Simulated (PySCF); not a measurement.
Mayer bond orders and bond lengths

Compound: OsO₄ (singlet state).
Structure used (PBE0-D3(BJ)/def2-SVP), in Å, numbered top down from 1:
```
atom  x, y, z in Å
Os1    0.000    0.000    0.000
O2     0.021   -0.015    1.693
O3     1.589    0.008   -0.582
O4    -0.807    1.386   -0.543
O5    -0.802   -1.379   -0.567
```

Bond orders from the PBE0/pcSseg-1 (def2-TZVP on Os) density (PySCF). Geometry: PBE0-D3(BJ)/def2-SVP; no solvent, vibrations or thermal averaging. Atoms past krypton carry effective core potentials; spin–orbit coupling is left out.

(1) Set the Mayer orders of the bonds beside their lengths.

(2) Sum the orders of all bonds at each heavy atom with more than one neighbour.

## Answers

(1) 
| bond | length (Å) | Mayer order |
| --- | --- | --- |
| Os1–O2 | 1.693 | 1.764 |
| Os1–O3 | 1.692 | 1.764 |
| Os1–O4 | 1.693 | 1.764 |
| Os1–O5 | 1.693 | 1.764 |

(2) Os1 7.056. Orders between atoms that aren't bonded are not in these sums.

Mayer orders depend on the basis set.
